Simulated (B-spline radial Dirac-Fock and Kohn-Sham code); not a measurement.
## How the binding energies of Ta²⁺ add up

System: tantalum as Ta²⁺, configuration [Xe] 4f14 5d3, inside a Watson sphere of charge -2 and radius 2 Å (a model of the Madelung potential; inside it an electron's potential energy is raised by 14.4 eV); nuclear rms radius 5.3507 fm (A = 181).

Level of theory: Dirac-Fock (average of configuration) total-energy differences with a finite nucleus, the Breit interaction including its frequency dependence, and self-energy and vacuum-polarisation corrections; a radial atomic solver. The model has no electron correlation. Energies are counted from the vacuum level.

All terms are in eV, carry their sign (relaxation lowers the binding energy) and add up to the binding energy; ⟨r⟩ is the mean radius of the orbital in the initial state.

```
  subshell  −ε (Koopmans)  relaxation    Breit      QED  binding energy  ⟨r⟩ (bohr)
    K (1s)        67841.5      -88.10  -218.98  -114.65         67419.7       0.019
   L1 (2s)        11791.3      -53.04   -24.27   -16.63         11697.3       0.078
L2 (2p1/2)        11243.5      -57.46   -40.22     0.08         11145.9       0.065
L3 (2p3/2)         9970.6      -54.49   -24.50    -1.58          9890.1       0.073
   M1 (3s)         2762.6      -30.36    -4.35    -3.83          2724.0       0.204
M2 (3p1/2)         2520.1      -31.35    -7.48    -0.08          2481.2       0.194
M3 (3p3/2)         2241.8      -29.77    -4.19    -0.40          2207.4       0.208
M4 (3d3/2)         1838.1      -32.41    -3.19     0.29          1802.8       0.183
M5 (3d5/2)         1778.1      -31.84    -2.00     0.13          1744.3       0.187
   N1 (4s)          595.8      -12.77    -0.87    -0.92           581.2       0.459
N2 (4p1/2)          494.8      -12.55    -1.52    -0.01           480.7       0.466
N3 (4p3/2)          430.0      -11.45    -0.74    -0.08           417.8       0.497
N4 (4d3/2)          263.8      -10.97    -0.41     0.06           252.5       0.517
N5 (4d5/2)          251.7      -10.60    -0.16     0.03           240.9       0.529
N6 (4f5/2)          42.87       -9.03     0.10     0.04           33.99       0.622
N7 (4f7/2)          40.70       -8.81     0.18     0.03           32.11       0.632
   O1 (5s)          88.26       -2.70    -0.12    -0.15           85.29       1.119
O2 (5p1/2)          56.20       -2.30    -0.18     0.00           53.72       1.232
O3 (5p3/2)          46.94       -1.94    -0.07    -0.01           44.93       1.330
 O4,5 (5d)           8.78       -0.70     0.01     0.00            8.09       2.039
```

For the deepest level, K (1s), the Breit terms make up -0.325 % of the binding energy, QED -0.170 % and orbital relaxation -0.131 %.

Values without a named source are computed, but for edge energies of neutral atoms, which are taken from tables.
